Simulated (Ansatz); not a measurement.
Mg7⁺, relaxed as a doublet with UKS PBE0/def2-SVP in Ansatz, starting from the GFN1-xTB geometry. Force threshold 0.02 eV/Å.

The structure comes from a short search, and lower isomers may exist.

Start:

Cartesian coordinates in Å:
```
Mg 0.7292 0.9244 1.6053
Mg -1.0229 -1.4418 -0.0207
Mg 0.7175 0.9327 -1.5500
Mg 2.1280 -1.8318 -1.7616
Mg 1.8635 -2.0259 1.1735
Mg -2.0827 2.3244 -1.0605
Mg -2.3327 1.1182 1.6141
```

```csv
step,energy (eV),largest force component (eV/Å),SCF passes
1,-38072.4072,0.216,34
2,-38072.5157,0.190,42
3,-38072.6410,0.173,41
4,-38072.7242,0.080,40
5,-38072.7578,0.083,43
6,-38072.7853,0.037,44
7 (rejected),-38072.7844,0.074,42
8,-38072.7937,0.014,42
9,-38072.7944,0.008,46
```

Force components are those of the run's own axes.

End:

```xyz
7

Mg    0.273    1.180    1.563
Mg   -0.956   -1.111   -0.186
Mg    1.333    0.701   -1.320
Mg    1.608   -2.178   -1.970
Mg    2.146   -1.533    0.971
Mg   -1.742    2.061   -0.874
Mg   -2.663    0.879    1.816
```

Bonds formed: Mg1–Mg6, Mg2–Mg4, Mg2–Mg6, Mg3–Mg5 (atoms count from 1). The end is the same structure that another start reached.

The force fell under the threshold at step 8, but the optimiser went on. No frequencies were taken in this run, so the end may be a saddle point.

It took 50 s on 4 threads of Arm Neoverse V2 on a shared host.
